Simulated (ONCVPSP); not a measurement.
nickel (Ni): excitation energies, all-electron against ONCV

- Element: Ni (Z = 28)
- Generator: ONCVPSP 4.0.1
- Type: optimised norm-conserving Vanderbilt (ONCV)
- Functional: LDA (Perdew-Wang 92)
- Relativity: scalar-relativistic
- Frozen core: [Ne]
- Valence charge: 18
- Reference configuration: 3s2 3p6 3d8.5 4s1.5
- Partial waves: 3s+4s: rc 1.25 bohr, ncon 4, nbas 8, qcut 7.8 1/bohr, 3 projectors, debl 1.4 Ha; 3p: rc 0.85 bohr, ncon 3, nbas 7, qcut 11.6 1/bohr, 2 projectors, debl 3.3 Ha; 3d: rc 1.25 bohr, ncon 4, nbas 8, qcut 12.6 1/bohr, 2 projectors, debl 2.2 Ha
- Local potential: polynomial inside 0.80 bohr (lpopt 5, dvloc0 1 Ha)
- Core correction: none

Energies are relative to the spin-unpolarised reference configuration 3s2 3p6 3d8.5 4s1.5; without spin polarisation the order of configurations can differ from experiment.

Task: Give the all-electron excitation energy and the error of the potential for: 3s2 3p6 3d8 4s2; 3s2 3p6 3d8 4s1; 3s2 3p6 3d8 4s0; 3s2 3p6 3d7 4s0.

Result:

| valence configuration | charge | ΔE all-electron (eV) | error AE − PS (meV) |
| --- | --- | --- | --- |
| 3s2 3p6 3d8 4s2 | 0 | 1.205 | +3.2 |
| 3s2 3p6 3d8 4s1 | +1 | 10.800 | 0.0 |
| 3s2 3p6 3d8 4s0 | +2 | 28.453 | -1.8 |
| 3s2 3p6 3d7 4s0 | +3 | 66.256 | +14 |
